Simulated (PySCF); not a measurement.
C$_{2}$H$_{3}$O$_{2}$, charge -1, singlet, at a GFN2-xTB geometry (in this run its highest filled SCF level lies above zero, so its values depend strongly on the basis, on diffuse functions most of all), with bond 4-3 at 2.0 times its length; TPSS/6-31G** in PySCF.

Input for PySCF:
```python
from pyscf import gto, scf, dft

mol = gto.Mole()
mol.atom = '''
    C     0.11500632    0.05201120   -0.05302050
    O     0.26258741    1.21666153   -0.49561643
    O    -1.20825450   -0.24327257    0.45360888
    H    -2.16409098    1.41162793    0.18221886
    C     0.98094306   -0.97998349    0.03343690
    H     0.68003939   -1.92741954    0.44895840
    H     1.99577385   -0.87603609   -0.31331037
'''
mol.basis = '6-31g**'
mol.charge = -1
mol.verbose = 4
mol.build()

mf = dft.RKS(mol)
mf.xc = 'tpss'
mf = mf.newton()
mf.kernel()
```

What the program printed (banner, timings and long lists left out):

```
PySCF version 2.14.0

[INPUT] verbose = 4
[INPUT] num. atoms = 7
[INPUT] num. electrons = 32
[INPUT] charge = -1
[INPUT] spin (= nelec alpha-beta = 2S) = 0
[INPUT] symmetry False subgroup None
[INPUT] Mole.unit = angstrom
[INPUT] Symbol           X                Y                Z      unit          X                Y                Z       unit  Magmom
[INPUT]  1 C      0.115006320000   0.052011200000  -0.053020500000 AA    0.217330447394   0.098286923410  -0.100194223988 Bohr   0.0
[INPUT]  2 O      0.262587410000   1.216661530000  -0.495616430000 AA    0.496218288659   2.299157077994  -0.936579315535 Bohr   0.0
[INPUT]  3 O     -1.208254500000  -0.243272570000   0.453608880000 AA   -2.283270093773  -0.459718530919   0.857196550871 Bohr   0.0
[INPUT]  4 H     -2.164090980000   1.411627930000   0.182218860000 AA   -4.089539260842   2.667590177487   0.344343740130 Bohr   0.0
[INPUT]  5 C      0.980943060000  -0.979983490000   0.033436900000 AA    1.853713727193  -1.851900402695   0.063186583454 Bohr   0.0
[INPUT]  6 H      0.680039390000  -1.927419540000   0.448958400000 AA    1.285088201016  -3.642295057735   0.848408417323 Bohr   0.0
[INPUT]  7 H      1.995773850000  -0.876036090000  -0.313310370000 AA    3.771465983069  -1.655468285335  -0.592070791286 Bohr   0.0

nuclear repulsion = 109.341357669667
number of shells = 33
number of NR pGTOs = 129
number of NR cGTOs = 71
basis = 6-31g**
ecp = {}

******** <class 'pyscf.soscf.newton_ah.SecondOrderRKS'> ********
method = SecondOrderRKS
initial guess = minao
damping factor = 0
level_shift factor = 0
DIIS = <class 'pyscf.scf.diis.CDIIS'>
diis_start_cycle = 1
diis_space = 8
diis_damp = 0
SCF conv_tol = 1e-09
SCF conv_tol_grad = None
SCF max_cycles = 50
direct_scf = True
direct_scf_tol = 1e-13
XC library pyscf.dft.libxc version 7.1.2
    S. Lehtola, C. Steigemann, M. J. T. Oliveira, and M. A. L. Marques,  SoftwareX 7, 1–5 (2018)
XC functionals = tpss
    J. Tao, J. P. Perdew, V. N. Staroverov, and G. E. Scuseria,  Phys. Rev. Lett. 91, 146401 (2003)
    J. P. Perdew, J. Tao, V. N. Staroverov, and G. E. Scuseria,  J. Chem. Phys. 120, 6898 (2004)
    J. Tao, J. P. Perdew, V. N. Staroverov, and G. E. Scuseria,  Phys. Rev. Lett. 91, 146401 (2003)
    J. P. Perdew, J. Tao, V. N. Staroverov, and G. E. Scuseria,  J. Chem. Phys. 120, 6898 (2004)
radial grids:
    Treutler-Ahlrichs [JCP 102, 346 (1995); DOI:10.1063/1.469408] (M4) radial grids

becke partition: Becke, JCP 88, 2547 (1988); DOI:10.1063/1.454033
pruning grids: <function nwchem_prune>
grids dens level: 3
symmetrized grids: False
atomic radii adjust function: <function treutler_atomic_radii_adjust>
small_rho_cutoff = 0
******** <class 'pyscf.dft.rks.RKS'> Newton solver flags ********
SCF tol = 1e-09
conv_tol_grad = None
max. SCF cycles = 50
direct_scf = True
direct_scf_tol = 1e-13
max_cycle_inner = 12
max_stepsize = 0.05
ah_start_tol = 1e+09
ah_level_shift = 0
ah_conv_tol = 1e-12
ah_lindep = 1e-14
ah_start_cycle = 1
ah_max_cycle = 40
ah_grad_trust_region = 2.5
kf_interval = 4
kf_trust_region = 5
canonicalization = True
Set conv_tol_grad to 3.16228e-05
Initial guess from minao.
tot grids = 85824
  HOMO = -0.265041289481635  LUMO = -0.177602098562724  gap/eV = 2.37934
Initial guess E= -227.869656989284  |g|= 1.2654
macro= 0  E= -228.205632792919  delta_E= -0.335976  |g|= 0.522001  3 KF 16 JK
macro= 1  E= -228.321001393014  delta_E= -0.115369  |g|= 0.510557  2 KF 8 JK
macro= 2  E= -228.332996804421  delta_E= -0.0119954  |g|= 0.0255465  3 KF 10 JK
macro= 3  E= -228.33308821312  delta_E= -9.14087e-05  |g|= 7.52437e-05  3 KF 13 JK
macro= 4  E= -228.333088213121  delta_E= -4.54747e-13  |g|= 7.88498e-06  1 KF 2 JK
Canonicalize SCF orbitals
macro X = 5  E=-228.333088213121  |g|= 7.88498e-06  total 13 KF 55 JK

WARN: HOMO 0.06733638844860666 > LUMO 0.04141361043410434 was found in the canonicalized orbitals.

converged SCF energy = -228.333088213121
```
